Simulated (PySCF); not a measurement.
HTaO2, singlet: data card

Computed with PBE0 in PySCF with Ta def2-TZVP with ECP60, O def2-TZVP, H def2-TZVP; scalar-relativistic core potentials, no spin–orbit coupling; density-fitted integrals.

The structure is a minimum.

| Quantity | Value |
| --- | --- |
| Point group | Cs |
| Bond lengths | Ta–H 1.779 Å, Ta–O 1.722 Å (×2) |
| Bond angles | H–Ta–O 101.4° (×2), O–Ta–O 105.8° |
| Entropy at 298.15 K and 1 bar | 285.1 J/(mol K) |
| Lowest empty level | -3.49 eV |
| Enthalpy at 298.15 K above 0 K | 12.07 kJ/mol |
| Heat capacity Cp at 298.15 K | 52.5 J/(mol K) |
| Rotational constants | 0.5152, 0.2671, 0.1867 cm⁻¹ |
| Dipole moment | 6.40 D |
| Highest occupied level | -8.18 eV |
| Rotational symmetry number | 1 |
| Zero-point energy | 31.9 kJ/mol |
| Atomisation energy without zero-point energy | 1709 kJ/mol |
| Principal quadrupole moments (Buckingham, traceless) about the centre of mass | -7.64, -0.33, 7.97 D Å |
| Principal polarisabilities | 33.4, 44.7, 48.4 bohr³ |

Harmonic modes (masses in u: Ta 180.948, O 15.995, H 1.008):
```tsv
symmetry	ω (cm⁻¹)	IR (km/mol)	μ (u)
a'	338	11.3	15.23
a'	489	83.5	1.13
a''	651	12.2	1.07
a''	960	229	15.73
a'	1025	62.6	16.93
a'	1870	118	1.02
```

Charges (e):
```tsv
atom	Mulliken	Löwdin	polar tensor	Mayer order to Ta1
Ta1	1.10	0.70	1.72	–
O2,3	-0.50	-0.30	-0.74	2.16
H4	-0.10	-0.10	-0.25	0.98
```

Mulliken populations on Ta1 (electrons outside its core potential): s 2.55, p 6.27, d 2.95, f 0.13.

Outer orbital energies (eV). occupied: -24.49, -10.76, -10.37, -9.94, -9.76, -9.44, -9.22, -8.18; empty: -3.49, -2.31, -0.55, -0.16.

Stability towards spin polarisation was not tested. This need not be the most stable arrangement of these atoms. No spin–orbit coupling is included, which matters more the heavier the element.

The final relaxation and frequency run took 71 s on 2 threads of a shared Arm Neoverse N1 host, with 108 basis functions and 14 gradients; the process peaked at 1.2 GiB.
